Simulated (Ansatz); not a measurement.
Ansatz (an electronic-structure program) input:
A basis named .json is the Basis Set Exchange file of that set.

Ansatz 0.2 input:
```yaml
crystal:
  periodic: [false, false, false]
  atoms:
    - {symbol: Sn, position_ang: [-0.22632255, -0.10713605, -0.18719715]}
    - {symbol: O, position_ang: [1.25384322, 0.49019374, 1.01936476]}
    - {symbol: H, position_ang: [1.28538196, 1.43525240, 1.20493941]}
basis:
  gaussian:
    orbitals: def2-QZVPPD.json
    fitting: {mean_field: def2-universal-jkfit, correlation: def2-QZVPPD-RIFIT.json}
total_charge: -1
magnetization: {spin_polarized: true, initial_magnetization: 2}
correlation: {method: mp2, electrons: outside_noble_gas}
```

Predict the final energy.

-289.21498 Eh (RI-MP2/def2-QZVPPD). The basis has 187 functions.

This state (charge -1, triplet) is run at the relaxed geometry of the species with charge 0 and multiplicity 2.
